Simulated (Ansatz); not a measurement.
**What each rung costs, and what it gives**

Saddle point of SiNH₅O₂, singlet (SiNH₅O₂ ([NH2][SiH]([OH])[OH]) → SiH₂O₂ ([OH][Si][OH]) + NH₃ (still joined by a long Si–N bond); bonds formed: N2–H3; bonds broken: Si1–H3; bonds weakened to dative contacts: Si1–N2), PBE0-D4/def2-TZVP structure:

```csv
atom,x (Å),y (Å),z (Å)
Si1,-0.7462,-0.0673,0.0449
N2,0.9148,-0.9007,-0.1303
H3,-0.2371,-1.6021,0.1960
O4,-0.3209,0.9992,1.2492
O5,-1.0050,0.7665,-1.3545
H6,1.6556,-0.7727,0.5517
H7,1.2612,-1.1831,-1.0392
H8,-0.9923,1.1594,1.9144
H9,-0.5301,1.6008,-1.4321
```

Barriers are electronic and count from the start structure reached by relaxing down the imaginary mode.

Ansatz 0.2.0; basis: as named in each row; cores frozen in the correlated methods. B3LYP uses VWN-RPA correlation. Extrapolation: Hartree–Fock as exp(−7.88 √X), correlation as X^−2.97.

Times are rough, for one single point on 4 threads of a shared host (Intel Xeon).

The estimate by CCSD(T) at an estimated basis limit (MP2 extrapolated from triple and quadruple zeta, plus CCSD(T) − MP2 in triple zeta) is 329.4 kJ/mol.

| method | basis | time (s) | barrier (kJ/mol) | method less estimate |
| --- | --- | --- | --- | --- |
| HF | STO-3G | under 1 | 455.9 | 126.5 |
| PBE-D4 | STO-3G | under 1 | 278.2 | -51.2 |
| SPW92 | def2-SVP | under 1 | 256.5 | -72.8 |
| PBE-D4 | def2-SVP | under 1 | 267.8 | -61.5 |
| SPW92 | def2-TZVPP | under 1 | 267.2 | -62.2 |
| B3LYP-D4 | 6-31G | 1 | 255.7 | -73.6 |
| PBE0-D4 | def2-SVP | 1 | 303.1 | -26.2 |
| PBE-D4 | def2-TZVPP | 1 | 277.7 | -51.7 |
| BLYP-D4 | def2-TZVPP | 2 | 288.4 | -41.0 |
| B3LYP-D4 | def2-TZVPP | 2 | 315.2 | -14.1 |
| BHLYP-D4 | def2-TZVPP | 2 | 353.1 | 23.8 |
| r2SCAN-D4 | def2-TZVPP | 2 | 308.2 | -21.2 |
| PBE0-D4 | def2-TZVPP | 2 | 311.2 | -18.2 |
| wB97M-V | def2-SVP | 3 | 315.0 | -14.4 |
| CAM-B3LYP-D4 | def2-TZVPP | 3 | 330.4 | 1.1 |
| CCSD(T) | def2-SVP | 3 | 328.7 | -0.7 |
| r2SCAN0-D4 | def2-TZVPP | 3 | 329.9 | 0.6 |
| B2PLYP | def2-TZVPP | 4 | 325.6 | -3.7 |
| B97M-V | def2-TZVPP | 4 | 313.1 | -16.3 |
| RPA on PBE | def2-TZVPP | 4 | 321.3 | -8.0 |
| PBE-QIDH | def2-TZVPP | 5 | 336.8 | 7.5 |
| wB97X-V | def2-TZVPP | 6 | 334.5 | 5.2 |
| wB97M-V | def2-TZVPP | 6 | 325.0 | -4.4 |
| MP2 | def2-QZVPP | 21 | 334.0 | 4.7 |
| CCSD(T) | def2-TZVPP | 47 | 330.8 | 1.5 |

All methods are single points on the PBE0-D4 structures.

The T1 diagnostic stays at or below 0.015. The restricted Hartree–Fock reference is unstable towards an unrestricted one at one or more of these structures.

Losses and insertions of silylenes and their heavier kin drive the gas-phase chemistry of silicon and germanium vapour deposition.

Labels in which every atom is bracketed show which atoms are joined, not bond orders.
